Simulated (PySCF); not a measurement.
Theory: delta-SCF UKS SCAN, pcX-2 on the ionised atom, pcseg-1 elsewhere, spin-free X2C (PySCF 2.14.0). Geometries: PBE0-D3(BJ)/def2-SVP; isolated species, one conformer each. Values against the vacuum level.

Question: Rank by computed C 1s binding energy, lowest first.
A. C3 in `[CH:1]#[C:2][CH2:3][C:4]#[C:5][C:6]([CH3:7])=[O:8]`
B. C6 in `[CH3:1][O:2][C:3]([F:4])([F:5])[CH:6]([F:7])[F:8]`
C. C3 in `[CH3:1][CH2:2][CH2:3][CH2:4][CH2:5][CH2:6][F:7]`
D. C4 in `[O:1]=[c:2]1[cH:3][cH:4][cH:5][cH:6][cH:7][cH:8]1`

Answer: C (290.41 eV), D (291.13 eV), A (292.84 eV), B (296.45 eV).

From the lowest up, the atoms are bonded to: 2 C and 2 H (290.41); 2 C (aromatic in the SMILES) and H (291.13); 2 C and 2 H (292.84); 2 F, C and H (296.45).

Question: Order these sites by rising O 1s binding energy.
A. Oxygen in `COC(F)(F)C(F)F`
B. Oxygen in `C#CCC#CC(C)=O`
C. Oxygen in `O=c1cccccc1`

Answer: C (536.21 eV), B (537.40 eV), A (540.18 eV).

The highest is bonded to 2 C, the lowest to C (double bond); the range is 3.97 eV.

1 of these hole states is spin-contaminated (⟨S²⟩ 0.96, against 0.75; counted from 0.85) and less certain.
